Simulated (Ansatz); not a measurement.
Consider the redistribution: `CC[Si](F)(F)F` + `[SeH][SnH3]` → `F[Si](F)(F)[SeH]` + `C[CH2][SnH3]`.

Program: Ansatz. Geometries: PBE0-D4/def2-TZVP. ΔE: electronic, gas phase. CCSD(T)/CBS adds triple-zeta CCSD(T) − MP2 to the extrapolated MP2 energy (def2 sets, frozen cores). Functionals use def2-TZVPP. def2 core potentials past Kr. For Se, Sn outer-core shells are correlated without core-valence functions, which leaves a few kJ/mol of doubt a bond. Scalar relativity is left out up to krypton. Each species was taken in one conformer, which may not be the lowest.

`CC[Si](F)(F)F`:

```xyz
11

C     0.773    1.003    0.663
C     0.634   -0.262   -0.186
Si   -1.106   -0.757   -0.492
F    -1.879   -1.044    0.856
F    -1.203   -2.064   -1.373
F    -1.912    0.374   -1.248
H     1.824    1.255    0.817
H     0.316    0.876    1.646
H     0.294    1.859    0.184
H     1.119   -0.132   -1.159
H     1.140   -1.108    0.292
```

`[SeH][SnH3]`:

Cartesian coordinates in Å:
```
Se 1.269 -0.431 -1.428
Sn -0.479 0.342 0.235
H 1.764 -1.468 -0.513
H -1.287 1.622 -0.542
H 0.283 0.874 1.665
H -1.549 -0.939 0.583
```

`F[Si](F)(F)[SeH]`:

Z-matrix (Å, degrees):
```
Si
F 1 1.573
F 1 1.574 2 108.4
F 1 1.574 2 108.4 3 -114.7
Se 1 2.231 2 107.6 3 122.6
H 5 1.470 1 90.6 2 -179.7
```

`C[CH2][SnH3]`:

Z-matrix (Å, degrees):
```
C
C 1 1.522
H 1 1.093 2 111.7
H 1 1.093 2 111.7 3 -120.2
H 1 1.094 2 111.4 3 119.9
Sn 2 2.150 1 113.2 3 60.1
H 2 1.093 1 111.1 3 -60.6
H 2 1.093 1 111.1 3 -179.3
H 6 1.711 2 109.7 1 -59.5
H 6 1.711 2 109.7 1 59.5
H 6 1.710 2 111.1 1 180.0
```

| species | PBE0-D4 energy (Eh) |
| --- | --- |
| `CC[Si](F)(F)F` | -668.15112 |
| `[SeH][SnH3]` | -2617.98340 |
| `F[Si](F)(F)[SeH]` | -2990.87816 |
| `C[CH2][SnH3]` | -295.23335 |

Work out ΔE.

ΔE = (-2990.87816) + (-295.23335) − (-668.15112) − (-2617.98340) = 0.02301 Eh = +14.4 kcal/mol. CCSD(T)/CBS gives +13.7 kcal/mol.

Largest T1 diagnostic among the species: 0.012.

In def2-TZVPP, CCSD(T) changes the Hartree–Fock value by −5.0 kcal/mol (the triples alone add −0.6 kcal/mol) and MP2 by −5.6 kcal/mol. From r2SCAN to r2SCAN0 (25 % exact exchange), in def2-TZVPP and without D4, ΔE moves by +0.8 kcal/mol.
